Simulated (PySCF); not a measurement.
**Magnetic susceptibility: `InChI=1S/C7H10O2/c1-3-5-7(8)9-6-4-2/h3-6H,1-2H3/b5-3-,6-4+`**

Geometry:
| atom | x (Å) | y (Å) | z (Å) |
| --- | --- | --- | --- |
| C1 | -3.460 | 1.014 | 1.176 |
| C2 | -3.146 | -0.174 | 0.344 |
| C3 | -1.938 | -0.579 | -0.052 |
| C4 | -0.664 | 0.076 | 0.267 |
| O5 | -0.482 | 1.047 | 0.963 |
| O6 | 0.344 | -0.586 | -0.350 |
| C7 | 1.629 | -0.135 | -0.166 |
| C8 | 2.655 | -0.722 | -0.760 |
| C9 | 4.067 | -0.278 | -0.592 |
| H10 | -3.982 | 0.698 | 2.079 |
| H11 | -2.560 | 1.555 | 1.449 |
| H12 | -4.132 | 1.675 | 0.628 |
| H13 | -4.005 | -0.758 | 0.033 |
| H14 | -1.829 | -1.461 | -0.666 |
| H15 | 1.722 | 0.719 | 0.493 |
| H16 | 2.481 | -1.570 | -1.408 |
| H17 | 4.480 | 0.032 | -1.552 |
| H18 | 4.679 | -1.100 | -0.221 |
| H19 | 4.131 | 0.554 | 0.104 |

Method: GIAO OPBE/6-31G* magnetisability, rotational g tensor and spin-rotation constants, non-relativistic, gas phase (PySCF). Geometry: GFN2-xTB.

**Question.** What are the magnetisability and the molar susceptibility?

**Answer.** Isotropic -1201 × 10⁻³⁰ J/T², or -72.4 × 10⁻⁶ cm³/mol; principal values -1456, -1115, -1033 × 10⁻³⁰ J/T², anisotropy 389 × 10⁻³⁰ J/T² (root of half the summed squared differences of the principal values). The susceptibility is in cgs units.

**Question.** Split it along the inertial axes a, b, c into diamagnetic and paramagnetic parts about the centre of mass, with the quadrupole moment.

**Answer.** 
```tsv
axis	χ (10⁻⁶ cm³/mol)	diamagnetic (10⁻⁶ cm³/mol)	paramagnetic (10⁻⁶ cm³/mol)	summed x² of all electrons (Å²)	quadrupole Θ (D Å)
a	-67.2	-291.5	224.3	476.5	+13.86
b	-62.2	-2082.7	2020.5	54.3	-5.89
c	-87.7	-2251.6	2163.9	14.4	-7.97
```
Anisotropies 2χaa − χbb − χcc = +15.6 and 2χbb − χaa − χcc = +30.5 × 10⁻⁶ cm³/mol. Θ is traceless in Buckingham's convention.

**Question.** And the rotational g tensor?

**Answer.** 
| axis | rotational constant (GHz) | g | nuclear part | electronic part |
| --- | --- | --- | --- | --- |
| a | 6.7706 | -0.0873 | 0.6262 | -0.7136 |
| b | 0.6263 | -0.0061 | 0.5884 | -0.5945 |
| c | 0.5775 | +0.0016 | 0.5887 | -0.5871 |

Asymmetric top; isotopes 12C, 1H, 16O; no vibrational averaging.
